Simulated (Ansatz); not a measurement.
`BB1BO1` + `NC(F)S` → `BNC(F)S` + `B1BO1`  (cleavage of the B–B bond)

Isolated molecules relaxed with PBE0-D4/def2-TZVP in Ansatz; ΔE leaves out vibrations. CCSD(T)/CBS is the MP2 limit (def2-TZVPP, def2-QZVPP) plus CCSD(T) − MP2 in def2-TZVPP, frozen cores. This one scheme is used for every species. Functionals use def2-TZVPP. B3LYP here is the variant with VWN-RPA as its local correlation; programs differ in this. Each species was taken in one conformer, which may not be the lowest.

`BB1BO1`:

Cartesian coordinates in Å:
```
B -0.554 -0.703 1.211
B 0.111 0.079 -0.052
B 0.404 0.707 -1.481
O 1.236 0.824 -0.410
H -0.373 -1.874 1.380
H -1.333 -0.157 1.937
H 0.507 1.123 -2.586
```

`NC(F)S`:

```xyz
8

N     0.440   -0.891    0.765
C    -0.374   -0.029    0.011
F    -1.126   -0.752   -0.888
S     0.617    1.191   -0.920
H     1.299   -1.153    0.302
H     0.614   -0.561    1.701
H    -1.073    0.490    0.668
H    -0.396    1.704   -1.638
```

`BNC(F)S`:

```xyz
10

B     0.731    0.580   -1.387
N     0.655    0.509    0.002
C    -0.272   -0.186    0.823
F    -1.066    0.732    1.489
S    -1.291   -1.325   -0.137
H     1.585    1.265   -1.863
H    -0.034   -0.043   -2.057
H     1.305    1.049    0.555
H     0.246   -0.744    1.607
H    -1.860   -1.837    0.967
```

`B1BO1`:

```xyz
5

B    -0.118    0.250   -0.757
B    -0.137   -0.499    0.618
O     0.631    0.616    0.344
H    -0.165    0.756   -1.827
H    -0.211   -1.123    1.622
```

(1) Is it downhill or uphill in electronic energy at CCSD(T)/CBS, and by how much? (An estimate is asked.)

(2) What do these levels give: r2SCAN-D4, PBE0-D4, B3LYP-D4, ωB97X-V, B2PLYP, r2SCAN, PBE0, HF/def2-TZVPP, MP2/def2-TZVPP, CCSD/def2-TZVPP, MP2/def2-QZVPP, HF/CBS(def2)? (Estimate.)

Largest T1 diagnostic among the species: 0.017.

Results:

(1) Computed: Downhill: ΔE = -137.5 kJ/mol.

(2) Ansatz gave: r2SCAN-D4 -123.8, PBE0-D4 -126.1, B3LYP-D4 -130.9, ωB97X-V -133.6, B2PLYP -135.2, r2SCAN -123.2, PBE0 -124.0, HF/def2-TZVPP -131.7, MP2/def2-TZVPP -146.4, CCSD/def2-TZVPP -137.6, MP2/def2-QZVPP -145.5, HF/CBS(def2) -131.6 kJ/mol.

In def2-TZVPP, CCSD(T) changes the Hartree–Fock value by −7.5 kJ/mol (the triples alone add −1.5 kJ/mol) and MP2 by −14.8 kJ/mol. From PBE to PBE0 (25 % exact exchange), in def2-TZVPP and without D4, ΔE moves by −6.4 kJ/mol.
